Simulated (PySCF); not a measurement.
Species: C3H10NSSi (charge +1).
SMILES with atom numbers: `[CH2:1]=[CH:2][Si@H:3]([SH:4])[NH2+:5][CH3:6]` (hydrogens: H7, H8 on C1; H9 on C2; H10 on Si3; H11 on S4; H12, H13 on N5; H14, H15, H16 on C6)

A GFN2-xTB structure was refined with PBE0-D3(BJ)/def2-SVP geometry optimisation, gas phase in PySCF. Its GFN2-xTB values:

```json
{"coordinate": "C1=C2", "GFN2-xTB": "1.329 Å"}
{"coordinate": "C1–H7", "GFN2-xTB": "1.077 Å"}
{"coordinate": "C1–H8", "GFN2-xTB": "1.078 Å"}
{"coordinate": "C2–Si3", "GFN2-xTB": "1.871 Å"}
{"coordinate": "C2–H9", "GFN2-xTB": "1.087 Å"}
{"coordinate": "Si3–S4", "GFN2-xTB": "2.131 Å"}
{"coordinate": "Si3–N5", "GFN2-xTB": "1.915 Å"}
{"coordinate": "Si3–H10", "GFN2-xTB": "1.453 Å"}
{"coordinate": "S4–H11", "GFN2-xTB": "1.322 Å"}
{"coordinate": "N5–C6", "GFN2-xTB": "1.474 Å"}
{"coordinate": "N5–H12", "GFN2-xTB": "1.022 Å"}
{"coordinate": "N5–H13", "GFN2-xTB": "1.021 Å"}
{"coordinate": "C6–H14", "GFN2-xTB": "1.087 Å"}
{"coordinate": "C1–C2–Si3", "GFN2-xTB": "125.1°"}
{"coordinate": "C2–Si3–S4", "GFN2-xTB": "115.5°"}
{"coordinate": "C2–Si3–N5", "GFN2-xTB": "102.4°"}
{"coordinate": "Si3–N5–C6", "GFN2-xTB": "114.9°"}
{"coordinate": "S4–Si3–N5", "GFN2-xTB": "97.5°"}
{"coordinate": "C1–C2–Si3–S4", "GFN2-xTB": "-129°"}
{"coordinate": "C2–Si3–N5–C6", "GFN2-xTB": "-179°"}
```

Q: How do these coordinates change at the PBE0-D3(BJ)/def2-SVP level?

A: 
```csv
coordinate,PBE0-D3(BJ)/def2-SVP (Å or °),change
C2–Si3,1.836,-0.035
S4–H11,1.354,+0.032
Si3–H10,1.481,+0.028
Si3–S4,2.109,-0.022
C1–H7,1.096,+0.019
C1–H8,1.095,+0.017
C1=C2,1.342,+0.013
N5–C6,1.486,+0.012
Si3–N5,1.927,+0.012
C2–H9,1.098,+0.011
C6–H14,1.097,+0.010
N5–H13,1.028,+0.007
N5–H12,1.027,+0.005
S4–Si3–N5,105.1,+7.6
C1–C2–Si3,120.9,-4.2
C2–Si3–S4,118.1,+2.6
C2–Si3–N5,104.2,+1.8
Si3–N5–C6,115.6,+0.7
C1–C2–Si3–S4,-133,-4
C2–Si3–N5–C6,-177,+2
```

The energy falls by 0.177 eV over 16 energy and gradient evaluations, the largest force component goes from 0.0227 to 3.7e-04 Eh/bohr, and the atoms move by 0.352 Å rms after alignment. The bond that changes most is C2–Si3 (alkene CH carbon to SiH silicon), which shortens by 0.035 Å. Bonds longer at the end by more than 0.005 Å: 12 of 15; shorter: 2. Among the dihedrals that turn most is C2–Si3–S4–H11, from 61° to -20°. Rotational constants go from 2689, 1560, 1081 to 2483, 1630, 1073 MHz.

The run used 142 basis functions and 119 SCF cycles in all.

Stationary, but not proved a minimum.

One conformer stands for the species.
